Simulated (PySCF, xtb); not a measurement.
C2H4ClFSi2, SMILES [Si@@H](F)(Cl)[SiH2]C#C. Other conformers were not sampled.

Harmonic wavenumbers (cm⁻¹) from xtb with GFN2-xTB at its own minimum, in rising order: 3, 63, 105, 167, 202, 210, 274, 397, 428, 530, 565, 623, 652, 677, 681, 687, 712, 783, 793, 2197, 2203, 2212, 2277, 3352.

Task: What does PBE-D3(BJ)/def2-SVP (PySCF 2.14.0) give at its own minimum? (Estimate from the structure and the level; the computed values follow.)

Result: 29, 60, 109, 184, 226, 240, 332, 396, 460, 549, 637, 687, 694, 704, 746, 765, 789, 878, 888, 2084, 2159, 2167, 2177, 3390. Paired by order, the mean absolute difference is 49 cm⁻¹ and the zero-point energies are 29.7 and 30.5 kcal/mol.
